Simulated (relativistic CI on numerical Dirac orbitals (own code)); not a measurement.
## Racah parameters of the free ion Nb2+ from its measured terms

Problem. The configuration 4d³ of Nb2+ has the measured levels ⁴F: 0.0 (J = 3/2), 515.8 (J = 5/2), 1176.6 (J = 7/2), 1939.0 (J = 9/2); ⁴P: 8664.3 (J = 1/2), 8607.5 (J = 3/2), 9593.7 (J = 5/2); ²G: 9236.1 (J = 7/2), 9804.5 (J = 9/2) cm⁻¹ (measured levels as listed in Shadmi, J. Res. Natl. Bur. Stand. 70A, 435 (1966)). Find B and C, and predict the term ²H.

Working.
1. Centres of gravity, weighted by 2J + 1: ⁴F 1139.2, ⁴P 9110.1, ²G 9551.9 cm⁻¹.
2. ⁴P − ⁴F = 15B gives B = 7970.9/15 = 531 cm⁻¹.
3. ²G − ⁴F = 4B + 3C gives C = (8412.7 − 2125.6)/3 = 2096 cm⁻¹, and C/B = 3.94.
4. ²H − ⁴F = 9B + 3C = 11070 cm⁻¹.

Check. The measured centre of ²H lies 11967 cm⁻¹ above that of ⁴F, so the two-parameter theory misses by -897 cm⁻¹; fits add the Trees term αL(L + 1) for such residues. In a CI calculation the ⁴P level holds 8 % of 4d³ ²P, a mixing that shifts it and so biases the parameters. The calculated radial integrals (Dirac-KLI orbitals, unscaled: F² = 53847, F⁴ = 35004 cm⁻¹) give B = F²/49 − 5F⁴/441 = 702 and C = 35F⁴/441 = 2778 cm⁻¹, so the measured B is 76 % and C 75 % of them. A complex lowers B further; the nephelauxetic ratio is taken against the free-ion value found here.
